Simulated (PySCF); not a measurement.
**BeBr at UHF-SCS-MP2**

Computed with UHF-SCS-MP2; PySCF, spin-free X2C with a Gaussian nucleus, basis sets Be x2c-TZVPPall, Br x2c-TZVPPall.

* state: ²Σ⁺ (doublet), unpaired electrons σ ↑
* bond length: 197.8 pm
* harmonic wavenumber: 696 cm⁻¹
* force constant: 2.31 mdyn/Å
* rotational constant Be: 0.5327 cm⁻¹
* anharmonicity ωexe: 3.50 cm⁻¹
* vibration–rotation constant αe: 0.00428 cm⁻¹
* well depth De to Be + Br: 3.26 eV
* dissociation energy D0: 3.22 eV

Correlated steps freeze 9 core orbitals. Spin–orbit coupling is left out. The state is the lowest determinant that a PBE0 search found; another state may lie lower at other levels.
